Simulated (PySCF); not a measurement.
# NaTe: from constants to spectrum

UHF-CCSD(T) constants of NaTe, ²Π (doublet), unpaired electrons π ↑ (Na def2-SVP, Te def2-SVP with ECP28; scalar-relativistic core potentials (PySCF 2.14); masses 22.9898 and 129.9062 u):

```
ωe              : 227.6 cm⁻¹
ωexe            : 0.645 cm⁻¹
Be              : 0.10616 cm⁻¹
αe              : 0.000542 cm⁻¹
D (centrifugal) : 9.24e-08 cm⁻¹
De to Na + Te   : 1.86 eV
```

(1) Give the vibrational terms G(v) and spacings up to v = 6.

(2) How well does the Morse estimate ωe²/(4ωexe) reproduce De, and what is D0?

Correlated steps freeze 5 core orbitals. Correlated levels converge slowly with the basis: in double zeta they bind strong bonds too weakly, by up to about 1 eV, and carry superposition errors of some tenths. Spin–orbit coupling is left out, which matters for elements this heavy, above all for dissociation energies. The state was picked by a PBE0 search and need not be the measured ground state.

Answers

(1) G(v) = ωe(v+½) − ωexe(v+½)².

```tsv
v	G(v) (cm⁻¹)	G(v) − G(v−1)	Bv (cm⁻¹)
0	113.6		0.1059
1	339.9	226.3	0.1053
2	565.0	225.0	0.1048
3	788.7	223.7	0.1043
4	1011.1	222.4	0.1037
5	1232.3	221.1	0.1032
6	1452.1	219.9	0.1026
```

(2) It gives 2.49 eV, 134 % of the computed De. D0 = De − G(0) = 1.86 − 0.01 = 1.85 eV.
